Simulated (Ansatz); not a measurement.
Reaction 18 R1 → P1 + 24 P2, each structure at its B3LYP-D3(BJ)/def2-SVP stationary point, reached from a drawn start (curvature not checked).
P1, C12H12 (SMILES C12C3C4C1C1C4C4C5C3C2C5C14) (charge 0, multiplicity 1):
```xyz
24

C      1.55617     0.00003     0.78165
C      0.77811     1.34766     0.78165
C     -0.77806     1.34764     0.78165
C     -1.55617    -0.00003     0.78165
C     -0.77811    -1.34766     0.78165
C      0.77806    -1.34764     0.78165
H      2.49366     0.00000     1.35478
H      1.24683     2.15957     1.35478
H     -1.24681     2.15954     1.35480
H     -2.49366     0.00000     1.35478
H     -1.24683    -2.15957     1.35478
H      1.24681    -2.15954     1.35480
C      1.55617     0.00003    -0.78165
C      0.77811     1.34766    -0.78165
C     -0.77806     1.34764    -0.78165
C     -1.55617    -0.00003    -0.78165
C     -0.77811    -1.34766    -0.78165
C      0.77806    -1.34764    -0.78165
H      2.49366     0.00000    -1.35478
H      1.24683     2.15957    -1.35478
H     -1.24681     2.15954    -1.35480
H     -2.49366     0.00000    -1.35478
H     -1.24683    -2.15957    -1.35478
H      1.24681    -2.15954    -1.35480
```
R1: C2H6 (SMILES CC), charge 0, multiplicity 1.
P2, CH4 (SMILES C) (charge 0, multiplicity 1):
```xyz
5

C      0.00000     0.00000     0.00000
H      0.63466     0.63466     0.63466
H     -0.63466    -0.63466     0.63466
H      0.63466    -0.63466    -0.63466
H     -0.63466     0.63466    -0.63466
```

P less R. No zero-point or thermal terms.

Frozen-core correlation throughout.

Codes used: Ansatz (Gaussian basis) for Hartree–Fock, density functionals and correlated methods. Each number belongs to the level named beside it.

Total energies in hartree:

| structure | PBE/def2-TZVPP | B3LYP/def2-TZVPP | CCSD(T)/cc-pVDZ |
|---|---|---|---|
| P1 | -463.856689 | -464.449239 | -462.990215 |
| R1 | -79.732886 | -79.865813 | -79.583053 |
| P2 | -40.464360 | -40.538830 | -40.387577 |

Work out the reaction energy at each level in kJ/mol (1 hartree = 2625.49964 kJ/mol), and say how far PBE/def2-TZVPP lies from CCSD(T)/cc-pVDZ.


- PBE/def2-TZVPP: 24 × (-40.464360) + (-463.856689) − 18 × (-79.732886) = 0.190619 hartree = 500.5 kJ/mol
- B3LYP/def2-TZVPP: 24 × (-40.538830) + (-464.449239) − 18 × (-79.865813) = 0.203475 hartree = 534.2 kJ/mol
- CCSD(T)/cc-pVDZ: 24 × (-40.387577) + (-462.990215) − 18 × (-79.583053) = 0.202891 hartree = 532.7 kJ/mol
PBE/def2-TZVPP less CCSD(T)/cc-pVDZ: -32.2 kJ/mol. CCSD(T)/cc-pVDZ is the level counted from, the highest shown, and no exact or measured value.

Ansatz is a first-principles code.
